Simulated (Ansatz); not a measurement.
Program: Ansatz. Geometries: PBE0-D4/def2-TZVP. ΔE: electronic, gas phase. CCSD(T)/CBS is the MP2 limit (def2-TZVPP, def2-QZVPP) plus CCSD(T) − MP2 in def2-TZVPP, frozen cores. This one scheme is used for every species. DFT in def2-TZVPP. HSE06 is defined as in plane-wave codes. Each species was taken in one conformer, which may not be the lowest.

Consider the substitution at a C–C bond: `O=Cc1cccs1` + H–F → `Fc1cccs1` + `C=O`.

`O=Cc1cccs1`:

```xyz
11

O    -2.435   -1.134   -1.492
C    -1.510   -1.334   -0.744
C    -0.551   -0.332   -0.316
C     0.514   -0.519    0.533
C     1.252    0.660    0.745
C     0.730    1.719    0.051
S    -0.644    1.295   -0.852
H    -1.323   -2.342   -0.316
H     0.745   -1.478    0.980
H     2.127    0.730    1.377
H     1.096    2.735    0.033
```

H–F:

```xyz
2

F    -0.406    0.215   -0.020
H     0.406   -0.215    0.020
```

`Fc1cccs1`:

Cartesian coordinates in Å:
```
F 1.266 1.528 1.710
C 0.560 0.729 0.925
C 0.774 0.485 -0.391
C -0.188 -0.429 -0.897
C -1.084 -0.838 0.041
S -0.782 -0.123 1.569
H 1.575 0.936 -0.960
H -0.211 -0.767 -1.924
H -1.911 -1.522 -0.073
```

`C=O`:

Cartesian coordinates in Å:
```
C -0.001 0.003 -0.004
O 0.298 -0.743 0.881
H -0.307 1.051 0.189
H 0.010 -0.311 -1.067
```

CCSD(T)/CBS gives +123.5 kJ/mol.

**Question.** Another level gave +116.1 kJ/mol. Which?
A. ωB97M-V/def2-TZVPP
B. HSE06/def2-TZVPP
C. HSE06-D4/def2-TZVPP
D. PBE-QIDH/def2-TZVPP

**Answer.** B. HSE06 116.1, HSE06-D4 120.9, PBE-QIDH 125.0, ωB97M-V 108.7 kJ/mol.

Largest T1 diagnostic among the species: 0.015.

At CCSD(T), def2-SVP lies −17.9 kJ/mol from the extrapolated value and def2-TZVPP −4.3 kJ/mol. The D4 term adds +9.1 kJ/mol with B3LYP and +5.1 kJ/mol with PBE0; it sums over pairs of atoms, weighted by their polarisabilities, and B3LYP, whose exchange is more repulsive, gets the larger term.

B3LYP here is the variant with VWN-RPA as its local correlation; programs differ in this.
